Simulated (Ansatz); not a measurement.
`FC1=NC(F)[Se]1` + H₂ → `FC1=NC[Se]1` + H–F at 700 K and 1 bar (hydrogenolysis of a C–F bond).

Isolated molecules relaxed with PBE0-D4/def2-TZVP in Ansatz; ΔE leaves out vibrations. CBS: MP2 limit from def2 TZ/QZ plus the TZ coupled-cluster correction, frozen cores. This one scheme is used for every species. For Se outer-core shells are correlated without core-valence functions, which leaves a few kJ/mol of doubt a bond. Scalar relativity is left out up to krypton.

```
         species  CCSD(T)/CBS energy (Eh)  H − E (kJ/mol)  S (J/(mol·K))
`FC1=NC(F)[Se]1`              -2731.63040           146.4          410.3
              H₂                 -1.17544            46.8          155.3
   `FC1=NC[Se]1`              -2632.44882           160.4          382.9
             H–F               -100.39570            45.2          198.5
```

H − E and S are ideal-gas, rigid-rotor, harmonic terms from PBE0-D4/def2-TZVP, for one conformer and one mirror image of each species. For small species the MP2-based limit differs from directly extrapolated CCSD(T) by up to some mEh (0.8 for H₂); such offsets cancel only in part. 1 Eh = 2625.50 kJ/mol, R = 8.31446 J/(mol·K).

Q: By hand: ΔE, ΔH, ΔS and ΔG.

A: ΔE = (-2632.44882) + (-100.39570) − (-2731.63040) − (-1.17544) = -0.03868 Eh = -101.6 kJ/mol. Δ(H − E) = 160.4 + 45.2 − 146.4 − 46.8 = 12.4, so ΔH = -89.2 kJ/mol. ΔS = 382.9 + 198.5 − 410.3 − 155.3 = 15.8 J/(mol·K). ΔG = -89.2 − 700 × (15.8)/1000 = -100.3 kJ/mol.

Q: By hand: the equilibrium constant, and the temperature at which ΔG would vanish if ΔH and ΔS stayed fixed.

A: log₁₀ K = −ΔG/(RT ln 10) = 7.5. ΔH and −TΔS have one sign here, so there is no such temperature.

ΔH outweighs TΔS. A doubt of 5 kJ/mol in ΔE shifts log₁₀ K by 0.4 here. Other conformers and mirror images would add mixing entropy, several J/(mol·K) or more a flexible species. These are equilibria of isolated gas molecules and say nothing of rates. Largest T1 diagnostic: 0.013 (customary marks: 0.02 for closed shells, 0.045 for open ones).
